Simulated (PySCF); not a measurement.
BH4P, SMILES BP. Coordinates come from a B3LYP-D3(BJ)/def2-TZVP optimisation.

TDA-B3LYP/def2-TZVPD run with PySCF 2.14.0 puts the lowest singlet excitations at 4.96, 6.10, 6.34, 6.38, 6.71, 7.13 eV.

### Question
What are the lowest excitation roots from ADC(2)/aug-cc-pVDZ run with PySCF 2.14.0? (An estimate is asked for; the answer gives what the named calculation found.)

### Answer
4.85, 6.45, 6.61, 6.69, 7.03, 7.27 eV. S1 differs by -0.11 eV (second minus first; roots are paired by order, and the bases may differ).
